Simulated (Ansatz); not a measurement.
Mulliken charges of `F[Si]([SiH2])(Cl)Cl` radical from B3LYP/def2-TZVPP in Ansatz (PBE0-D4/def2-TZVP geometry).

| atom | x (Å) | y (Å) | z (Å) | charge (e) |
| --- | --- | --- | --- | --- |
| F1 | -1.731 | -0.809 | 0.672 | -0.282 |
| Si2 | -0.812 | 0.041 | -0.306 | 0.690 |
| Si3 | 1.426 | 0.063 | 0.278 | 0.051 |
| Cl4 | -1.033 | -0.765 | -2.164 | -0.205 |
| Cl5 | -1.546 | 1.940 | -0.296 | -0.205 |
| H6 | 1.689 | 0.736 | 1.575 | -0.025 |
| H7 | 2.069 | -1.274 | 0.196 | -0.025 |

**Question.** By hand: the dipole of these point charges (1 e Å = 4.8032 D).

**Answer.** Σ q r = (0.435, 0.032, 0.074) e Å, of length 0.442 e Å = 2.12 D.

**Question.** How does the dipole of the full density compare? (Estimate.)

**Answer.** The calculation gave: (0.357, 0.034, 0.049) e Å, 1.74 D; the point charges give 1.22 times that, at 2° from its direction.

Point charges leave out the atoms' own dipoles, such as those of lone pairs, and Mulliken's split depends on the basis, so the two needn't agree.

B3LYP here is the variant with VWN-RPA as its local correlation; programs differ in this.
